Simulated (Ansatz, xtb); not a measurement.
Acid–base and redox partners of OB(O)O. Gas-phase values, no solvent. One relaxed conformer stands for each flexible species; it need not be the lowest. Strings in code marks are SMILES.

Quantity: gas-phase deprotonation enthalpy at 298 K, in kJ/mol. Thermal and zero-point terms are GFN2-xTB rigid-rotor harmonic values (xtb).

Case: proton removed from O1: `[O-]B(O)O` (O–B–O–H torsion 180°, O–B–O–H torsion 0°). The other species in the difference include `OB(O)O` (neutral, multiplicity 1). Geometry of `[O-]B(O)O` (charge -1, multiplicity 1, Å):

```xyz
6

O     -0.8796     1.3704    -0.4427
B     -0.0929     0.4125    -0.1067
O      1.3230     0.4913     0.0945
O     -0.5212    -0.9552     0.1333
H      1.6398    -0.3813     0.3389
H     -1.4692    -0.9376    -0.0173
```

Task: Estimate the gas-phase deprotonation enthalpy at 298 K that frozen-core MP2/aug-cc-pVTZ // CAM-B3LYP-D3(BJ)/def2-TZVPD (Ansatz, an electronic-structure program) returns for this input.

Result: 1487.4 kJ/mol.
